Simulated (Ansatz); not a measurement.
Species: H$_{2}$SiO$_{2}$, charge 0, singlet. H2SiO2 (SMILES O[Si]O).
B3LYP-D3(BJ)/def2-TZVP minimum from Ansatz (a first-principles code):
```xyz
5

Si     0.1523    -0.4055     0.4458
O      1.0984     0.8066    -0.1474
H      0.7390     1.3704    -0.8451
O     -1.2135    -0.1717    -0.4854
H     -1.9505    -0.7719    -0.3334
```

Total energies in cc-pV(D+d)Z, 18 correlated electrons, 7 frozen orbitals. Radicals and triplets start from unrestricted determinants; spin-orbit coupling is neglected. Correlated methods leave the cores frozen. No relativity.

| method | program | energy (Eh) | minus CCSDT(Q) (mEh) |
|---|---|---|---|
| HF | Ansatz | -439.89406 | 492.08 |
| MP2 | Ansatz | -440.35279 | 33.34 |
| CCSD | Ansatz | -440.37249 | 13.65 |
| CCSD(T) | Ansatz | -440.38397 | 2.16 |
| CCSDT(Q) | Ansatz | -440.38614 | 0.00 |

Rough core times of Ansatz's runs on a shared machine: CCSD(T) under 20 s, CCSDT(Q) 2 min.
